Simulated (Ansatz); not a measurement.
Ansatz (a program for electronic structure) input (PBE0/def2-TZVP):

Ansatz 0.2 input:
```yaml
crystal:
  periodic: [false, false, false]
  atoms:
    - {symbol: Zr, position_ang: [0.03092102, 0.00708016, 0.03178002]}
    - {symbol: H, position_ang: [-0.35990742, -1.72709983, -0.53389875]}
    - {symbol: H, position_ang: [-0.87693353, 1.44389343, -0.73730210]}
basis:
  gaussian:
    orbitals: def2-TZVP
hamiltonian:
  xc: {name: PBE0}
magnetization: {spin_polarized: true, initial_magnetization: 2}
```

End of the output:

```
integrals: 0.01 GiB planned
487 factors; their error is unknown
mean field: 0.15 GiB planned
mean field evaluation 1: about -1306.9398 eV, gradient 1.3e1 eV
mean field evaluation 2: about -1307.6169 eV, gradient 1.1e1 eV
mean field evaluation 4: about -1308.2952 eV, gradient 5.3e-1 eV
mean field evaluation 8: about -1308.3060 eV, gradient 9.9e-2 eV
mean field evaluation 16: about -1308.3428 eV, gradient 4.8e-3 eV
mean field evaluation 32: about -1306.9398 eV, gradient 1.3e1 eV
mean field evaluation 64: about -1308.8253 eV, gradient 1.9e0 eV
mean field -1308.87004362 eV, -48.1000869189 hartree, gradient 4.3e-6 eV, S^2 2.006769; 6 other end points of the search recorded, 0 dependent functions left out
reference -1308.87008033 eV, -48.1000882680 hartree; 8, 6 occupied and 44, 46 virtual orbitals, 487 factors
Total energy: -1308.87008033 eV, -48.1000882680 hartree
```

The spin state was set by rule; other spins were not relaxed.
